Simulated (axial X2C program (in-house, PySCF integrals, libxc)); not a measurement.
# Working with the constants of NiB

A bond curve at the PBE0 level, with spin–orbit coupling, was computed with an in-house all-electron X2C program for linear molecules (integrals from PySCF) (basis Ni dyall-cv3z [9s9p6d3f2g], B dyall-v3z [7s6p2d1f] (cores contracted in-house)) for the state Ω = 5/2 (⟨Sz⟩ = 0.50, ⟨Lz⟩ = 2.00 at PBE0). Its fit gives Re = 1.8844 Å, ωe = 580.3 cm⁻¹, ωexe = 3.73 cm⁻¹ and αe = 4.906e-03 cm⁻¹; the masses are 57.9353 and 11.0093 u. Two-component means X2C with spin–orbit coupling and atomic mean-field Coulomb and Gaunt terms.

(1) Find the reduced mass, Be and the force constant.

(2) Estimate the centrifugal constant by the Kratzer relation.

(3) Where do the fundamental and the first overtone lie?

(4) A Morse curve ties αe to the other constants (Pekeris). How well does that hold?

Occupations by symmetry block were frozen at the best pattern of an incomplete PBE0 search. Density functionals use the spin component along the axis (collinear). Without a current term, density functionals place determinants with orbital angular momentum somewhat too high.

Answers

(1) From the PBE0 values: μ = 9.2513 u. Be = 16.8576/(μ Re²) = 0.5132 cm⁻¹. k = 5.8918×10⁻⁷ μ ωe² = 1.84 mdyn/Å.

(2) D = 4Be³/ωe² = 1.61e-06 cm⁻¹.

(3) ν(1←0) = ωe − 2ωexe = 572.8 cm⁻¹; ν(2←0) = 2ωe − 6ωexe = 1138.2 cm⁻¹.

(4) αe(Morse) = 6Be²/ωe × (√(ωexe/Be) − 1) = 4.618e-03 cm⁻¹; the PBE0 curve gives 4.906e-03 cm⁻¹, a ratio of 0.94.
